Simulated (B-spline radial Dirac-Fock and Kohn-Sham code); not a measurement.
## Mo³⁺ 4d5/2: cross section and angular parameters

System: the Mo³⁺ ion in the configuration [Kr] 4d3; threshold 38.07 eV (orbital energy of the model). Calculated with an atomic code on a B-spline grid, using Dirac-Hartree-Slater photoionisation with a Latter tail; cross sections with all multipoles, angular parameters from the dipole term and its interference with E2.

The run's input, task.json:

```json
{"items": [{
  "Z": 42,
  "q": 3,
  "cfg": [[1, 0, 2], [2, 0, 2], [2, 1, 6], [3, 0, 2], [3, 1, 6], [3, 2, 10], [4, 0, 2], [4, 1, 6], [4, 2, 3]],
  "A": 98,
  "rrms": 4.4091,
  "do": "xps",
  "hv": [51.3, 52.6, 57.8, 60, 100, 116.0, 158.0, 277.0, 283.0, 300, 400, 428.0, 451.0, 778.0, 1450.0, 1486.9, 1500.0, 1850.0, 2000, 2390.0, 2984.4, 3560.0, 3860.0, 4790.0, 5280.0, 7230.0, 7280.0, 9251.7, 9750.0, 11000.0]
}]}
```

Command: `python xray2_run.py task.json out`

```
hν (eV)   σ (kb)       β       γ       δ
   51.3     1320   1.315  -0.042   0.003
   52.6     1150   1.383  -0.044   0.003
   57.8      635   1.635  -0.049   0.005
     60      486   1.732  -0.053   0.006
    100     64.0  -0.832   0.185  -0.034
    116     92.5  -0.438   0.114  -0.029
    158      128   0.369   0.024  -0.015
    277     86.4   1.002  -0.020   0.003
    283     84.0   1.017  -0.020   0.004
    300     77.6   1.055  -0.020   0.005
    400     48.4   1.195   0.000   0.013
    428     42.6   1.218   0.009   0.015
    451     38.5   1.234   0.016   0.016
    778     11.5   1.304   0.146   0.032
   1450     2.15   1.220   0.407   0.059
 1486.9     2.00   1.214   0.419   0.060
   1500     1.95   1.211   0.424   0.061
   1850     1.04   1.154   0.533   0.075
   2000        ?       ?       ?       ?
   2390    0.461   1.072   0.674   0.098
 2984.4    0.221   0.993   0.798   0.123
   3560    0.121   0.927   0.897   0.148
   3860   0.0910   0.897   0.941   0.160
   4790   0.0420   0.815   1.056   0.199
   5280   0.0294   0.778   1.106   0.219
   7230  0.00899   0.664   1.255   0.295
   7280  0.00875   0.662   1.258   0.297
 9251.7  0.00344   0.580   1.359   0.369
   9750  0.00279   0.563   1.380   0.386
  11000  0.00172   0.524   1.424   0.429
```

**Question.** Give the values at 2000 eV.

**Answer.** σ = 0.813 kb, β = 1.130, γ = 0.575, δ = 0.082.
